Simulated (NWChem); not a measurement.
C₂H₆OSi; SMILES C=CO[SiH3]

```xyz
10

C      0.1009     2.3653    -0.0792
C     -0.3644     1.1254     0.0670
O      0.4379     0.0382     0.1116
Si    -0.0395    -1.5620    -0.0365
H      1.1707     2.5564    -0.1871
H     -0.5929     3.2064    -0.0860
H     -1.4413     0.9305     0.1789
H     -0.3156    -1.9044    -1.4634
H      1.0882    -2.3791     0.4802
H     -1.2785    -1.7920     0.7683
```
Atoms are numbered in this order, from 1.

Program: NWChem. All runs use the structure optimised with PBE0/def2-SVP. Level B3LYP/def2-SVP: energy and gradient on several grids; changes count from the extra-fine grid, which is no exact limit either.

Task: Which is the coarsest grid (fine; xfine; medium; coarse; xcoarse) from which on the energy stays within 50 μHa and each gradient component within 100 μHa/bohr of xfine?

Result: medium.
| grid | size of the energy change (μHa) | largest change of a gradient component (μHa/bohr) | time, medium = 1 (rough) |
|---|---|---|---|
| xcoarse | 3000 | 3000 | about 1 |
| coarse | 60 | 200 | about 1 |
| medium | < 10 | 40 | about 1 |
| fine | < 10 | < 30 | about 1 |
| xfine | < 10 | < 30 | 3 |
